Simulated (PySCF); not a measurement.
## Correlation energy of O²⁺ (oxygen, charge +2)

[He] 2s2 2p2, high-spin 3P determinant. All numbers are calculated (PySCF 2.14, scalar relativity by spin-free X2C-1e, in x2c-QZVPPall with one added diffuse shell each of s, p, d, f type (8s5p4d3f1g, 73 functions)). Frozen: 1s2; 4 electrons correlated.

MP2 pair energies summed by pair of shells (mhartree):

| pair | energy | share (%) |
| --- | --- | --- |
| 2s-2p | -49.79 | 61.2 |
| 2s-2s | -23.53 | 28.9 |
| 2p-2p | -8.10 | 9.9 |

Total MP2 correlation energy: -81.42 mhartree.

Same-spin part -14.14 and opposite-spin part -67.28 mhartree; SCS-MP2 scales them by 1/3 and 6/5 to -85.45 mhartree.
